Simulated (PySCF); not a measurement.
**LaF3: adding exact exchange**

Base calculation in PySCF with density fitting and no spin–orbit coupling, PBE/def2-TZVP (scalar-relativistic core potentials): singlet, C3v, La–F 2.157 Å (×3); F–La–F 113.9° (×3); wavenumbers 77, 131 (×2), 510 (×2), 522 cm⁻¹; dipole moment 4.36 D, gap between the highest occupied and lowest empty levels 5.21 eV, polar-tensor charge of La 2.39 e.

Question: What changes on going to PBE0/def2-TZVP (scalar-relativistic core potentials)?

Answer: The point group stays the same. Changes: mean bond to La -0.013 Å, smallest bond angle +1.1 degrees, highest wavenumber +13 cm⁻¹, lowest wavenumber -8 cm⁻¹, dipole moment -0.22 D, gap between the highest occupied and lowest empty levels +2.54 eV, polar-tensor charge of La +0.17 e. The new structure has La–F 2.144 Å (×3); F–La–F 115.0° (×3), with wavenumbers 69, 132 (×2), 522 (×2), 535 cm⁻¹. Exact exchange shortens and stiffens the bonds and opens the gap, the usual pattern.

Only the bonding shown was studied: isomers, or loss of a ligand pair, can lie lower.
